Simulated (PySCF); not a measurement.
Compound: (BeTe)4 ring, Be4Te4.
Cartesian coordinates in Å at the PBE0-D3(BJ)/def2-SVP level; atoms count from 1:
```xyz
8
Be4Te4 angstrom
Be    -0.8872    0.7163    1.5348
Te    -2.5969    1.2788    0.2037
Be    -0.8231    1.3381   -1.1555
Te     0.9964    1.3214   -2.4561
Be     0.9410   -0.7253   -1.5563
Te     0.8162   -2.7515   -0.6169
Be     0.8592   -1.3628    1.1353
Te     0.8326    0.0994    2.8273
```

Method: TDDFT PBE0/def2-SVPD, vertical, gas phase, core orbitals frozen in the response, def2 core potentials past Kr (PySCF 2.14.0, density-fitted response routines). Spin–orbit coupling is left out.

Kohn–Sham orbitals with the atoms that hold most of them (Löwdin shares over 4%, at most four atoms; ? is withheld):

```tsv
orbital	ε (eV)	atoms
HOMO-3	-7.64	Te6 18%, Te2 18%, Te4 18%, Te8 18%
HOMO-2	-6.95	Te4 23%, Te6 23%, Te8 20%, Te2 20%
HOMO-1	-6.91	Te8 42%, Te4 39%, Be7 4%, Be3 4%
HOMO	-6.89	Te2 42%, Te6 40%, Be1 4%, Be5 4%
LUMO	-2.79	?
LUMO+1	-1.91	Be7 16%, Be3 16%, Be5 16%, Be1 16%
LUMO+2	-1.87	Be7 16%, Be3 16%, Be5 16%, Be1 15%
```

(1) Give the leading atoms of the LUMO.

(2) How does S1 compare with the orbital gap of 4.10 eV?

(3) One configuration dominates each of S2 and S8. Which, and how do the shares of the two leading atoms of either orbital change from the occupied to the empty one?

Results:

(1) Te2 (bonded to 2 Be) 14%; Te4 (bonded to 2 Be) 14%; Te8 (bonded to 2 Be) 14%; Te6 (bonded to 2 Be) 14%.

(2) S1 is at 3.13 eV (f = 0.025), 0.97 eV below the gap, made of HOMO→LUMO (87%). Without the coupling terms of the response equations the lowest excitation would equal the gap.

(3) 
- S2 (3.14 eV, f 0.0024), HOMO-2→LUMO (84%): Te4 23% → 14%, Te6 23% → 14%, Te2 20% → 14%
- S8 (4.18 eV, f 0.115), HOMO-2→LUMO+1 (87%): Te4 23% → at most 16%, Te6 23% → at most 16%, Be7 at most 14% → 16%, Be3 at most 14% → 16%

The run took 4.6 min (with the writing of density and orbital grids) on Arm Neoverse V1, one thread, shared host with 32 logical CPUs at a one-minute load of 30, and the process peaked at 1.0 GiB of memory.
